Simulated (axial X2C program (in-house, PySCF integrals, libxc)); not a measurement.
# Er: configurations by level of theory

Calculated with an axial X2C code built on PySCF integrals, basis dyall-v3z (cores contracted in-house), spin-free (one-electron X2C) and two-component (2c, atomic mean-field Coulomb and Gaunt terms). Energies in eV from the lowest row of each column (rows without correlated energies are left out; n/a marks j-coupled starts, which PBE0 does not hold); electrons by l are Mulliken totals of the Hartree–Fock solution, and PBE0 can relax to another configuration under the same block occupation. Coupled cluster uses truncated natural virtuals with an MP2 remainder. Frozen shells in the correlated columns: 4 s, 3 p, 2 d.

Spin-free determinants:

```json
{"electrons by l": "s12 p24 d20 f12", "M_S, M_L": "1, 5", "HF": "0.00", "MP2": "0.00", "PBE0": "0.39"}
{"electrons by l": "s12 p24 d20 f12", "M_S, M_L": "1, 4", "HF": "0.06", "MP2": "0.03", "PBE0": "0.03"}
{"electrons by l": "s12 p24 d20 f12", "M_S, M_L": "1, 2", "HF": "0.24", "MP2": "0.20", "PBE0": "0.02"}
{"electrons by l": "s12 p24 d20 f12", "M_S, M_L": "1, 3", "HF": "0.35", "MP2": "0.27", "PBE0": "0.00"}
{"electrons by l": "s12 p24 d20 f12", "M_S, M_L": "1, 0", "HF": "0.41", "MP2": "0.35", "PBE0": "0.21"}
{"electrons by l": "s12 p24 d20 f12", "M_S, M_L": "1, 2", "HF": "0.66", "MP2": "0.52", "PBE0": "0.17"}
{"electrons by l": "s12 p24 d20 f12", "M_S, M_L": "1, 3", "HF": "0.66", "MP2": "0.52", "PBE0": "0.31"}
{"electrons by l": "s12 p24 d20 f12", "M_S, M_L": "0, 3", "HF": "1.01", "MP2": "0.87", "PBE0": "0.53"}
```

Two-component determinants:

| electrons by l | 2M_J | HF | MP2 | PBE0 |
| --- | --- | --- | --- | --- |
| s12 p24 d20 f12 | 12 | 0.00 | 0.00 | 0.27 |
| s12 p24 d20 f12 | 10 | 0.14 | 0.11 | 0.00 |
| s12 p24 d20 f12 | 6 | 0.37 | 0.31 | 0.14 |
| s12 p24 d20 f12 | 8 | 0.46 | 0.37 | 0.07 |
| s12 p24 d20 f12 | 2 | 0.59 | 0.49 | 0.62 |
| s12 p24 d20 f12 | 8 | 0.66 | 0.53 | 0.31 |
| s12 p24 d20 f12 | 6 | 0.71 | 0.57 | 0.30 |
| s12 p24 d20 f12 | 4 | 1.13 | 1.00 | 0.65 |

Ground level as tabulated from the NIST Atomic Spectra Database (leading term): 2S+1 = 3, L = 5, J = 6.

Spin-free rows of one term, and 2c rows of one J level, should be degenerate; broken spherical symmetry, the missing current term of PBE0 and determinants that mix terms or J levels spread them. The search is wide but not exhaustive and can miss a configuration; gaps between s and d configurations can be off by some tenths of an eV with this basis and core.

The run took 2.8 min on 1 thread of Arm Neoverse V1, on a shared host.
